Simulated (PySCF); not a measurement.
Input file for PySCF: R-B3LYP/6-31G* on CH9NSi (a complex).

```python
from pyscf import gto, scf, dft, mp
from pyscf.data.elements import chemcore

mol = gto.M(
    atom='''
    N     0.41452016   -0.62546238   -0.36335327
    H     1.29003088   -0.52808686    0.13769779
    H    -0.09299095    0.24524254   -0.25634220
    H    -0.12212494   -1.34702964    0.10398364
    C    -0.41786283    0.59160970    4.97034588
    Si   -0.13626421    0.17986968    3.16249084
    H    -0.98999121   -0.19570287    5.46464779
    H    -0.97091293    1.52691457    5.07498258
    H     0.53171743    0.70039981    5.49759175
    H     0.61538381   -1.09159312    3.02769618
    H     0.64094831    1.25420605    2.49807074
    H    -1.43066567    0.03427710    2.45323637
    ''',
    basis='6-31g*',
    cart=True,
    charge=0, spin=0, verbose=3, max_memory=1800)
mf = dft.RKS(mol, xc='b3lyp')
mf.conv_tol = 1e-8
mf.max_cycle = 100
mf.kernel()
if not mf.converged:
    mf = mf.newton().run(mf.mo_coeff, mf.mo_occ)
```

Problem. What total energy does the run end on?

Solution. -387.7619 hartree.
